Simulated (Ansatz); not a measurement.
C₂H₈Si, SMILES [SiH2](C)C (connectivity only; charge and spin as stated), charge +1, multiplicity 2. Atoms are numbered in the order given.

```xyz
11

Si     0.0000     0.0000    -0.4911
C      1.6963     0.0024     0.4109
C     -1.6963    -0.0024     0.4109
H     -0.0016     1.3420    -1.1806
H      0.0016    -1.3420    -1.1806
H      1.6820    -0.9290     1.0043
H      2.5587     0.0082    -0.2711
H      1.6744     0.9305     1.0094
H     -2.5587    -0.0082    -0.2711
H     -1.6744    -0.9305     1.0094
H     -1.6820     0.9290     1.0043
```
Charge +1, spin multiplicity 2.

Geometry: B3LYP-D3(BJ)/def2-SVP. The spin state was assumed, not searched. The isomer is the one that the SMILES or the coordinates give; other isomers of the formula were not compared.

Two levels are set side by side: PBE-D3(BJ)/def2-SVP (Ansatz, a quantum-chemistry and plane-wave program) and B3LYP-D3(BJ)/def2-SVP (Ansatz). Each level has its own optimised geometry; the coordinates shown are those of the second. Differences are taken from unrounded values.

```tsv
quantity	B3LYP-D3(BJ)	PBE-D3(BJ)	PBE-D3(BJ) minus B3LYP-D3(BJ)
mean bond length (Å)	1.348	1.355	0.007
bond Si1–C2 (Å)	1.921	1.916	-0.005
bond Si1–C3 (Å)	1.921	1.916	-0.005
bond Si1–H4 (Å)	1.509	1.524	0.015
bond Si1–H5 (Å)	1.509	1.524	0.015
bond C2–H6 (Å)	1.104	1.113	0.008
bond C2–H7 (Å)	1.099	1.108	0.008
bond C2–H8 (Å)	1.105	1.113	0.008
bond C3–H9 (Å)	1.099	1.108	0.008
bond C3–H10 (Å)	1.105	1.113	0.008
bond C3–H11 (Å)	1.104	1.113	0.008
```

Exact exchange shortens and stiffens bonds; PBE has none. Differences between two approximate levels are no errors against the true value.
